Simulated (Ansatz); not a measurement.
Cartesian coordinates (Å):
SMILES: SC1SCS1
```xyz
9

S      2.2276     0.1314     0.2457
C      0.6838    -0.4449    -0.4754
S     -0.3034     0.7190    -1.4830
C     -1.5912     0.4894    -0.2280
S     -0.5968    -0.6326     0.7964
H      3.0292    -0.2990    -0.7445
H      0.8740    -1.3707    -1.0149
H     -1.8544     1.4111     0.2892
H     -2.4823     0.0066    -0.6269
```
Charge 0, multiplicity 1.

Computed with frozen-core CCSD(T)/cc-pVTZ // PBE0-D3(BJ)/def2-TZVP (Ansatz, a program for electronic structure).

```
Property                        Result
----------------------  --------------
HF energy               -1270.69670 Ha
MP2 correlation energy     -0.85783 Ha
```

Problem. Estimate the CCSD correlation energy, the (T) correction, the total energy and the T1 diagnostic.

Solution. 
| Item | Result |
|---|---|
| CCSD correlation energy | -0.90971 Ha |
| (T) correction | -0.04622 Ha |
| CCSD(T) total energy | -1271.65263 Ha |
| T1 diagnostic | 0.012 |
